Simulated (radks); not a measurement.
Question: A nucleus of charge 80.25 with 79 electrons, configuration [Xe] 4f14 5d10 6s1. Method: scalar-relativistic Kohn-Sham, PBE, spin-unpolarised, spherical densities, point nucleus; computed with a radial shooting solver on a logarithmic mesh with Libxc functionals. Some entries of the table are withheld. Estimate them.

orbital  occ.  eigenvalue (eV)  r(max) (bohr)  <r^2> (bohr^2)
1s          2        -83807.39            (1)       0.0003775
2s          2        -14879.27        0.05887        0.005744
2p          6        -12821.48        0.04888        0.004862
3s          2              (2)         0.1660         0.03700
3p          6        -2950.696         0.1657             (3)
3d         10        -2329.086         0.1350         0.03162
4s          2        -790.9414         0.3739          0.1781
4p          6        -596.3124            (4)          0.2037
4d         10        -366.2862         0.4009          0.2303
5s          2        -132.4317         0.8225          0.8993
4f         14        -111.4007         0.3644          0.2763
5p          6         -80.0043         0.9224           1.203
5d         10         -22.2205            (5)           2.441
6s          1         -17.2306          2.100             (6)

Answer: 
(1) 1s r(max) (bohr): 0.01017
(2) 3s eigenvalue (eV): -3544.517
(3) 3p <r^2> (bohr^2): 0.03817
(4) 4p r(max) (bohr): 0.3941
(5) 5d r(max) (bohr): 1.149
(6) 6s <r^2> (bohr^2): 6.754
